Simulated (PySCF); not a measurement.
# How methods differ on the ionisation energy of In⁺

In⁺ [Kr] 4d10 5s2 (1S) → In²⁺ [Kr] 4d10 5s1 (2S), as a difference of total energies. Calculation: PySCF 2.14, in def2-SVP with the def2 core potential (28 electrons) (4s4p2d, 26 functions); scalar relativity through the core potential. Correlated levels: valence: 4s2 4p6 4d10 frozen. The calculations carry no spin-orbit coupling.

| method | ionisation energy (eV) | error (eV) |
| --- | --- | --- |
| UHF | 17.000 | -1.870 |
| TPSS | 18.775 | -0.095 |
| BP86 | 19.215 | +0.345 |
| MP2 (valence) | 17.564 | -1.306 |
| SCS-MP2 (valence) | 17.677 | -1.193 |
| CCSD (valence) | 17.849 | -1.021 |

Reference: 18.870 eV (measured; NIST Atomic Spectra Database, ionization energies).

Errors of the correlated levels include the incompleteness of this basis and the frozen core.

With two correlated electrons CCSD is exact in that space.
